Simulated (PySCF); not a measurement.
Input for PySCF: R-B3LYP/3-21G on BFH4OSi (SMILES FBO[SiH3]), a point of a torsion scan.

```python
from pyscf import gto, scf, dft, mp
from pyscf.data.elements import chemcore

mol = gto.M(
    atom='''
    F     2.41727179   -0.95668397   -0.21805518
    B     1.57922516   -0.10038503    0.36673933
    O     0.30793165   -0.16680598    0.08872575
    Si   -1.20305124   -0.20570355   -0.48718780
    H     2.04379730    0.66786775    1.12632258
    H    -1.53213105    1.18089926   -0.81484036
    H    -1.24637972   -1.06446267   -1.67075751
    H    -1.98730000   -0.74125240    0.62214702
    ''',
    basis='3-21g',
    charge=0, spin=0, verbose=3, max_memory=1800)
mf = dft.RKS(mol, xc='b3lyp')
mf.conv_tol = 1e-8
mf.max_cycle = 100
mf.kernel()
if not mf.converged:
    mf = mf.newton().run(mf.mo_coeff, mf.mo_occ)
```

Predict the final total energy.

-489.3216 hartree.
